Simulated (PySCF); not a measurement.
Field gradients from PBE0/pcSseg-1 densities (PySCF, non-relativistic) at GFN2-xTB geometries, isolated species, one conformer each; χzz is the principal value of largest magnitude, with Q(14N) = 0.02044 b. GFN2-xTB bond lengths can be off by several hundredths of an ångström, more for odd bonds, and the gradients follow them. These gradients aren't converged with respect to the basis.

Task: Rank these 14N sites by the size of the quadrupole coupling, smallest first.
A. N5 (C=N nitrogen) in `[CH2:1]=[CH:2]/[C:3]([CH3:4])=[N:5]/[N:6]=[CH:7]\[CH2:8][CH3:9]`
B. N8 (pyrrole-type nitrogen) in `[CH3:1][CH2:2][CH2:3][c:4]1[cH:5][n:6][cH:7][n:8]1[CH3:9]`
C. The silicon-bound nitrogen of `N[SiH2][SiH2]/C([SiH3])=C\F`
D. The tertiary amine nitrogen of `C=C(C)C[C@@H](C)N(C)C`
E. N4 (pyrrole-type nitrogen) in `[CH3:1][CH2:2][CH2:3][n:4]1[cH:5][c:6]([CH3:7])[cH:8][n:9]1`
F. The primary amine nitrogen of `NCC1CCCCCC1`

Result: B (2.998 MHz), E (3.317 MHz), C (4.569 MHz), A (5.169 MHz), F (5.572 MHz), D (6.430 MHz).

All sites together:

```
nucleus                                                                                       site  Vzz (au)     η  χzz (MHz)
    14N       N5 (C=N nitrogen) in [CH2:1]=[CH:2]/[C:3]([CH3:4])=[N:5]/[N:6]=[CH:7]\[CH2:8][CH3:9]    -1.076  0.29     -5.169
    14N                                                  the primary amine nitrogen of NCC1CCCCCC1    -1.160  0.10     -5.572
    14N  N4 (pyrrole-type nitrogen) in [CH3:1][CH2:2][CH2:3][n:4]1[cH:5][c:6]([CH3:7])[cH:8][n:9]1    -0.691  0.40     -3.317
    14N    N8 (pyrrole-type nitrogen) in [CH3:1][CH2:2][CH2:3][c:4]1[cH:5][n:6][cH:7][n:8]1[CH3:9]    -0.624  0.33     -2.998
    14N                                       the tertiary amine nitrogen of C=C(C)C[C@@H](C)N(C)C    -1.339  0.01     -6.430
    14N                                  the silicon-bound nitrogen of N[SiH2][SiH2]/C([SiH3])=C\F    -0.951  0.26     -4.569
```
